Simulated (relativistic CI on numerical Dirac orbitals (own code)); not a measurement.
**Nd⁴⁺: N4,5 absorption edge**

Computed with this model: Dirac-Coulomb-Breit CI, orbitals from a KLI potential per configuration, QED by a radiative potential, valence Slater integrals scaled by 0.9, multiplet model of core-to-valence dipole absorption; configurations [Xe] 4f2 → [Kr] 4d9 4f3 5s2 5p6; 80 K; Lorentzian 0.5 eV and Gaussian 0.2 eV FWHM. Energies are those of the free ion, without screening or charge transfer. The branching ratio is the share of the lower-energy edge in the whole absorption, uncertain by about 0.02 where the edges overlap. S is read from ⟨S²⟩ = S(S + 1).

Field parameters in Wybourne normalisation; cubic f-shell fields have B⁴₄ = √(5/14) B⁴₀ and B⁶₄ = −√(7/2) B⁶₀. The field is a parameter set, without covalency.

Computed curve for Oh, B40 = 3520, B60 = 1260 cm⁻¹, scaled to 100 at the maximum (points under 2 are left out and the grid is thinned):

Energy (eV), Intensity and a bar:
```
    135.6        2.1 
    135.8        2.7 
    136.0        3.6 #
    136.2        5.0 #
    136.4        7.5 ##
    136.5        9.5 ##
    136.7       16.5 #####
    136.9       32.9 ##########
    137.1       66.3 #####################
    137.3       79.5 #########################
    137.5       46.4 ##############
    137.7       22.3 #######
    137.9       12.0 ###
    138.0        9.3 ##
    138.2        6.1 #
    138.4        4.3 #
    138.6        3.2 
    138.8        2.5 
    139.0        2.0 
    141.6        3.1 
    141.8        5.6 #
    142.0        7.1 ##
    142.1        6.1 #
    142.3        3.3 
    145.5        2.1 
    145.7        2.5 
    145.9        3.1 
    146.1        3.8 #
    146.3        4.8 #
    146.5        6.7 ##
    146.6        8.2 ##
    146.8       13.0 ####
    147.0       20.5 ######
    147.2       24.2 #######
    147.4       30.5 #########
    147.6       54.5 #################
    147.8       94.8 ##############################
    148.0       86.7 ###########################
    148.1       65.2 ####################
    148.3       33.2 ##########
    148.5       18.8 #####
    148.7       12.6 ###
    148.9       10.0 ###
    149.1        9.4 ##
    149.3       10.5 ###
    149.5       14.1 ####
    149.7       23.6 #######
    149.8       32.8 ##########
    150.0       63.4 ####################
    150.2       73.9 #######################
    150.4       43.0 #############
    150.6       21.1 ######
    150.8       11.8 ###
    151.0        7.5 ##
    151.2        5.2 #
    151.3        4.4 #
    151.5        3.4 
    151.7        2.8 
    151.9        2.4 
    152.1        2.1
```

The ground state has S = 0.98, and the centroid lies at 144.83 eV.
